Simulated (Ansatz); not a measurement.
A run for Ansatz (a program for electronic structure): R-B3LYP/def2-TZVPPD on HI (SMILES I) with ghost functions, monomers drawn apart or pushed together. Elements past Kr take the def2 small-core potentials; no spin–orbit coupling. Files ending in .json are basis or fitting sets from the Basis Set Exchange.

Ansatz 0.2 input:
```yaml
crystal:
  periodic: [false, false, false]
  atoms:
    - {symbol: I, position_ang: [0.23675067, -0.57299219, 3.88835558]}
    - {symbol: H, position_ang: [0.10791385, -0.38825659, 2.28921001]}
basis:
  gaussian:
    orbitals: def2-TZVPPD.json
    ghost_atoms:
      - {symbol: C, position_ang: [-0.14059142, -0.06242755, -0.12195130]}
      - {symbol: H, position_ang: [-0.96647892, 0.43361270, 0.38685672]}
      - {symbol: H, position_ang: [-0.24617754, 0.07718293, -1.19688446]}
      - {symbol: H, position_ang: [0.80507662, 0.36940948, 0.20418357]}
      - {symbol: H, position_ang: [-0.15605080, -1.12819370, 0.10400600]}
hamiltonian:
  xc: {name: B3LYP}
scf: {lower_state_search: off}
```

The head of its log:

```
WARN ansatz: RAYON_NUM_THREADS=1 ignored (pool sized by the plan → 1); use --threads N
Functional definition: B3LYP
these checks for a lower state are left out or cut short: stability, starts, cluster_reference, orbital_swaps, neighbouring_geometries, increment
integrals: 0.06 GiB planned
866 factors; their error is unknown
mean field: 0.66 GiB planned
mean field evaluation 1: about -8119.7835 eV, gradient 4.7e0 eV
mean field evaluation 2: about -8119.8139 eV, gradient 4.8e0 eV
```

What total energy does the run end on?

-298.4061 hartree.
